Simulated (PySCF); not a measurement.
# Field gradients at the hydrogen positions

Ethylbenzene, C8H10.
Geometry (PBE0-D3(BJ)/def2-SVP, Å), atoms numbered from 1 in this order:
```
atom  x, y, z in Å
C1    -2.4269   -0.4676   -0.6420
C2    -1.6610    0.1307    0.5353
C3    -0.1721    0.1436    0.3115
C4     0.6188   -0.9534    0.6725
C5     1.9896   -0.9637    0.4218
C6     2.5957    0.1280   -0.1981
C7     1.8216    1.2284   -0.5632
C8     0.4512    1.2319   -0.3097
H9    -3.5120   -0.4664   -0.4558
H10   -2.2392    0.1023   -1.5652
H11   -2.1146   -1.5067   -0.8287
H12   -1.8875   -0.4409    1.4502
H13   -2.0115    1.1597    0.7180
H14    0.1509   -1.8122    1.1630
H15    2.5894   -1.8287    0.7160
H16    3.6708    0.1230   -0.3927
H17    2.2881    2.0912   -1.0453
H18   -0.1502    2.1001   -0.5955
```

Level: PBE0/pcSseg-1 (PySCF, non-relativistic); Q(2H) = 0.00286 b; rigid geometry, the same for H and D, with no vibrational averaging.

Task: Give the electric field gradient Vzz (the principal value of largest size), its asymmetry and the 2H coupling at each hydrogen.

Result: 
| atom | bonded to | bond length (Å) | Vzz (au) | η | χzz (kHz) |
| --- | --- | --- | --- | --- | --- |
| H9 | C1 | 1.101 | 0.2923 | 0.02 | 196 |
| H10 | C1 | 1.101 | 0.2907 | 0.03 | 195 |
| H11 | C1 | 1.101 | 0.2907 | 0.03 | 195 |
| H12 | C2 | 1.102 | 0.2853 | 0.02 | 192 |
| H13 | C2 | 1.102 | 0.2854 | 0.02 | 192 |
| H14 | C4 | 1.094 | 0.3019 | 0.07 | 203 |
| H15 | C5 | 1.093 | 0.3041 | 0.06 | 204 |
| H16 | C6 | 1.093 | 0.3051 | 0.07 | 205 |
| H17 | C7 | 1.093 | 0.3040 | 0.06 | 204 |
| H18 | C8 | 1.094 | 0.3020 | 0.07 | 203 |

Task: Give the 2H NMR doublet splittings at H18 for a magnetic field along the z, y and x axes of the gradient: 3χ/2, 3χ(1 + η)/4, 3χ(1 − η)/4.

Result: With |χ| = 202.9 kHz and η = 0.073: 304, 163 and 141 kHz, to first order and without motion.

The structure is a single PBE0-D3(BJ)/def2-SVP conformer in the gas phase; no vibrational or solvent corrections. The small basis limits the accuracy of the gradients.

These values come from a run that also computed NMR shieldings. The run took about 18 s of CPU time (one thread, shared machine).
